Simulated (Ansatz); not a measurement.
# Reading a saddle point

A first-order saddle point of BH₄SBr, singlet, PBE0-D4/def2-TZVP, with one imaginary mode of 600i cm⁻¹:

B1  (-0.595, -0.505, 0.000)
Br2  (0.629, 0.123, -1.906)
H3  (-0.521, -1.689, -0.083)
H4  (-1.611, 0.097, -0.128)
H5  (1.194, 0.343, -0.415)
S6  (0.665, 0.179, 1.254)
H7  (0.238, 1.453, 1.278)
(Å)

Program: Ansatz 0.2.0. Basis: def2-TZVPP and def2-QZVPP. Cores are frozen in the correlated methods. Filled d shells of the heavier atoms are correlated. The def2 sets are not built for correlating such inner shells, so the correlated values are less sure here. Extrapolation: Hartree–Fock as exp(−7.88 √X), correlation as X^−2.97.

(1) Which contacts change along the imaginary mode, and what lies on either side? (A judgement: the text doesn't fix the answer.)

(2) Which side is lower, and how far does the saddle lie above each? (An estimate is asked for; the value comes from the calculation.)

No T1 diagnostic of these runs exceeds 0.011.

Results:

(1) Computed: The step is BH₂Br ([BH2][Br]) + H₂S → BH₃S ([BH2][SH]) + HBr, with the molecules in contact on both sides. Shortening one way: B1–S6, Br2–H5; lengthening the same way: B1–Br2, H5–S6.
```csv
pair,one side (Å),saddle (Å),other side (Å)
B1–S6,1.99,1.90,1.77
Br2–H5,3.18,1.61,1.43
B1–Br2,2.00,2.35,4.45
H5–S6,1.35,1.76,2.51
```

(2) By the calculation: The side with B1–Br2, H5–S6 short is lower by 6.18 kcal/mol; the saddle lies 20.55 kcal/mol above it and 14.37 kcal/mol above the other (CCSD(T) at an estimated basis limit (MP2 extrapolated from triple and quadruple zeta, plus CCSD(T) − MP2 in triple zeta); electronic energies).

Labels in which every atom is bracketed show which atoms are joined, not bond orders.

For scale, one of the runs: CCSD(T)/def2-TZVPP, 177 basis functions (an equivalent command: `ansatz run in.yaml --threads 2`). Hardware: 2 CPU threads, shared host. Wall time 31 s; peak host memory 1.7 GiB.
